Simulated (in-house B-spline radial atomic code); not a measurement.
# Ba7+: [Ar] 3d9 4s2 4p6 4d10 5s2 5p2 (an excited or competing configuration)

Computed with a B-spline radial code for spherical atoms: Dirac-Hartree-Fock, average of configuration, Fermi nucleus of rms radius 4.8378 fm.

Effective charges: Z_r = [3n² - l(l+1)]/(2<r>) from the radius, Z_e = n√(-2ε) from the energy, and Slater's rules. Values are occupation-weighted means over j. An effective charge above Z reflects the relativistic contraction of the inner shells.

| shell | electrons | ε (eV) | <r> (bohr) | Z_r | Z_e | Slater |
| --- | --- | --- | --- | --- | --- | --- |
| 1s | 2 | -37803 | 0.02558 | 58.65 | 52.71 | 55.70 |
| 2s | 2 | -6202.6 | 0.1091 | 54.99 | 42.70 | 51.85 |
| 2p | 6 | -5580.3 | 0.09593 | 52.12 | 40.50 | 51.85 |
| 3s | 2 | -1450.5 | 0.2886 | 46.78 | 30.98 | 44.75 |
| 3p | 6 | -1244.2 | 0.2864 | 43.65 | 28.69 | 44.75 |
| 3d | 9 | -946.54 | 0.2653 | 39.57 | 25.02 | 35.20 |
| 4s | 2 | -381.63 | 0.6608 | 36.32 | 21.18 | 29.10 |
| 4p | 6 | -310.76 | 0.698 | 32.95 | 19.12 | 29.10 |
| 4d | 10 | -203.9 | 0.7616 | 27.57 | 15.48 | 17.85 |
| 5s | 2 | -121.01 | 1.473 | 25.46 | 14.91 | 12.65 |
| 5p | 2 | -102.31 | 1.611 | 22.65 | 13.71 | 12.65 |

The least bound orbital is 5p3/2 at -101.2 eV, and it is also the most diffuse (<r> = 1.627 bohr). The part-filled 3d shell lies below the filled 5s shell in orbital energy.

Spin-orbit splittings of the orbital energies (j = l + 1/2 above j = l - 1/2 when positive): 2p 383.3 eV, 3p 77.03 eV, 3d 16.26 eV, 4p 16.84 eV, 4d 2.997 eV, 5p 3.22 eV.

For the 1s electron the small component carries 4.28 % of the norm, the zero-frequency Breit interaction raises the level by 97.87 eV, self-energy by 56.64 eV, and vacuum polarisation lowers it by 8.184 eV.
